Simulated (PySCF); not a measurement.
Species: C2Cl4F2.
Z-matrix (Å and degrees, PBE0-D3(BJ)/def2-SVP geometry), rows numbered from 1:
```
F 
C   1  1.3336
Cl  2  1.7651  1  108.71
Cl  2  1.7578  1  109.47  3   121.12
C   2  1.5663  1  107.30  3  -118.22
F   5  1.3332  2  107.30  1    60.57
Cl  5  1.7649  2  109.41  1   -57.20
Cl  5  1.7582  2  111.15  1  -179.86
```

All values: PBE0/pcSseg-1 and PBE0/def2-SVPD (PySCF, non-relativistic), on one gas-phase PBE0-D3(BJ)/def2-SVP geometry that isn't relaxed in the solvent. The solvent is an IEF-PCM continuum (cavity from Bondi-type radii × 1.2). The model holds no explicit solvent molecules, cavitation or dispersion.

Gas phase at PBE0/pcSseg-1: HOMO -9.40 eV, LUMO -0.83 eV, dipole 0.67 D.

**Question.** What does the continuum do to the energy, the frontier levels and the dipole at PBE0/pcSseg-1 in chloroform, acetonitrile and dimethylsulfoxide?

**Answer.** 
```json
{"solvent": "chloroform", "ε": "4.711", "E(solvent) − E(gas) (kJ/mol)": "-2.98", "polarisation term (kJ/mol)": "-3.05", "distortion of the solute (kJ/mol)": "0.07", "HOMO (eV)": "-9.36", "LUMO (eV)": "-0.77", "dipole (D)": "0.77"}
{"solvent": "acetonitrile", "ε": "35.69", "E(solvent) − E(gas) (kJ/mol)": "-4.21", "polarisation term (kJ/mol)": "-4.36", "distortion of the solute (kJ/mol)": "0.15", "HOMO (eV)": "-9.35", "LUMO (eV)": "-0.76", "dipole (D)": "0.81"}
{"solvent": "dimethylsulfoxide", "ε": "46.83", "E(solvent) − E(gas) (kJ/mol)": "-4.26", "polarisation term (kJ/mol)": "-4.41", "distortion of the solute (kJ/mol)": "0.15", "HOMO (eV)": "-9.35", "LUMO (eV)": "-0.76", "dipole (D)": "0.82"}
```

The first energy column is the sum of the next two and covers electrostatics alone. From chloroform to dimethylsulfoxide the lowering changes by a factor 1.43, Onsager's factor (ε − 1)/(2ε + 1) by 1.36 and ε itself by 9.9.

**Question.** How do the nuclear quadrupole coupling constants eQVzz/h respond in acetonitrile?

**Answer.** 
| nucleus | Q (barn) | gas (MHz) | solvent (MHz) | η gas | η solvent |
| --- | --- | --- | --- | --- | --- |
| 35Cl at Cl3 | -0.0817 | -83.30 | -83.28 | 0.02 | 0.02 |
| 35Cl at Cl4 | -0.0817 | -82.94 | -83.11 | 0.02 | 0.02 |
| 35Cl at Cl7 | -0.0817 | -83.28 | -83.28 | 0.02 | 0.02 |
| 35Cl at Cl8 | -0.0817 | -82.95 | -83.10 | 0.02 | 0.02 |

Gas phase at PBE0/def2-SVPD: HOMO -9.38 eV, LUMO -1.00 eV, dipole 0.66 D.

**Question.** What does the continuum do to the energy, the frontier levels and the dipole at PBE0/def2-SVPD in chloroform and acetonitrile?

**Answer.** 
| solvent | ε | E(solvent) − E(gas) (kJ/mol) | polarisation term (kJ/mol) | distortion of the solute (kJ/mol) | HOMO (eV) | LUMO (eV) | dipole (D) |
| --- | --- | --- | --- | --- | --- | --- | --- |
| chloroform | 4.711 | -3.52 | -3.65 | 0.13 | -9.35 | -0.93 | 0.77 |
| acetonitrile | 35.69 | -4.99 | -5.26 | 0.27 | -9.35 | -0.92 | 0.81 |

The atom shares or the degeneracy of the HOMO differ from the gas phase in chloroform and acetonitrile, so that column needn't follow one orbital.

**Question.** How does the static polarisability (PBE0/def2-SVPD, frozen core, with the continuum's full static response) change?

**Answer.** 
| medium | isotropic (au) | principal values (au) | ⟨r²⟩ of the electrons (bohr²) |
| --- | --- | --- | --- |
| gas | 80.4 | 74.8, 76.5, 90.0 | 1488.5 |
| chloroform | 99.4 | 93.0, 93.4, 111.9 | 1488.4 |
| acetonitrile | 108.6 | 100.6, 103.0, 122.2 | 1488.3 |

The isotropic value in acetonitrile is 1.35 times the gas-phase one; no cavity-field correction is applied. ⟨r²⟩ is taken about the centre of nuclear charge.

Time: 36 s wall; peak memory 0.80 GiB. Hardware: an AMD EPYC with one thread, on a shared host. This is the whole shielding run at PBE0/pcSseg-1 in dimethylsulfoxide, SCF included.
